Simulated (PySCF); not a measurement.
Polarisability and C₆ of Tl⁻ (thallium, charge -1)

[Xe] 4f14 5d10 6s2 6p2, high-spin 3P determinant. Calculation: PySCF 2.14, in def2-QZVPPD with the def2 core potential (60 electrons); scalar relativity through the core potential. Coupled (time-dependent) response in atomic units; α is the mean over directions.

```
method  mean α (bohr³)         α xx, yy, zz  C₆ (like pair)   S(−4)
   UHF           462.5  202.4, 592.6, 592.5            8893  272800
```

S(−4) is the Cauchy moment in α(ω) = α(0) + S(−4) ω² + …

Spin-orbit coupling is absent.

α(iu) at UHF:

| u (hartree) | α(iu) (bohr³) |
| --- | --- |
| 0 | 462.5 |
| 0.0500 | 237.6 |
| 0.100 | 128.3 |
| 0.200 | 57.51 |
| 0.300 | 34.38 |
| 0.500 | 17.63 |
| 0.750 | 10.44 |
| 1.00 | 7.258 |
| 1.50 | 4.339 |
| 2.00 | 2.962 |
| 3.00 | 1.652 |
| 5.00 | 0.7235 |

A single London oscillator, α(iu) = α/(1 + u²/ω²), gives C₆ = (3/4) ω α². Matching the computed C₆ needs ω = 4 × 8893 / (3 × 462.5²) = 0.0554 hartree.

For an ion, C₆ is the dispersion term alone; charge-induced terms of lower order in 1/R come first.

The components differ because the open shell of this determinant is not spherical; for a pure term their mean is the scalar polarisability.

Energies and moments cover only the electrons outside the core potential. Spin-orbit coupling is strong in this species (close to jj coupling), so the high-spin LS determinant is a model state, not a physical level.
